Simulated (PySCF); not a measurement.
HSZn, SMILES [SH][Zn] (connectivity only; charge and spin as stated), neutral, multiplicity 2. Geometry optimised at PBE-D3(BJ)/def2-TZVP. The spin state was assumed, not searched. The isomer is the one that the SMILES or the coordinates give; other isomers of the formula were not compared.

All values below come from PySCF with PBE-D3(BJ)/def2-TZVP.

Harmonic wavenumbers (cm⁻¹): 311, 557, 2604. Rotational constants (GHz): 281.2, 4.483, 4.412; symmetry number 1.

Work out the zero-point energy and the ideal-gas rigid-rotor harmonic-oscillator thermochemistry at 298.15 K and 1 atm.

ZPE = ½ Σ hcν = ½ × 3471 cm⁻¹ = 20.76 kJ/mol. H − E(el) = 32.23 kJ/mol. Entropy in J/(mol K): translation 165.98, rotation 90.31, vibration 7.91, spin 5.76, total 269.97. G − E(el) = -48.26 kJ/mol. Cp = 44.89 J/(mol K).
